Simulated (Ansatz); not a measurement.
```yaml
crystal:
  periodic: [false, false, false]
  atoms:
    - {symbol: Cu, position_ang: [0.759788, -0.054548, -1.470529]}
    - {symbol: Cu, position_ang: [-1.032442, -0.793319, 0.095203]}
    - {symbol: Cu, position_ang: [0.843731, 0.492424, 1.083640]}
    - {symbol: Cu, position_ang: [-1.108350, 1.653312, -0.420581]}
    - {symbol: S, position_ang: [2.279491, -0.858291, -0.033071]}
    - {symbol: S, position_ang: [-1.367345, 0.154984, -2.014308]}
    - {symbol: S, position_ang: [0.680840, -1.926555, 1.037157]}
    - {symbol: S, position_ang: [-1.055724, 1.332003, 1.722479]}
basis:
  gaussian: {orbitals: def2-TZVP}
total_charge: 1
magnetization: {spin_polarized: true, initial_magnetization: 1}
hamiltonian: {xc: pbe0, dispersion: d4}
scf: {omitted_lower_state_checks: [starts]}
output: {orbitals: {seedname: orbitals}}
```

```sh
$ ansatz run in.yaml --threads 4 --pin off --events-out ev --progress --plain --max-ram 4787MiB
```

Task: Does this run fit into the memory that it is given?

Result: No. It has 328 basis functions, and Ansatz plans for 6 GiB where 5 GiB are given.
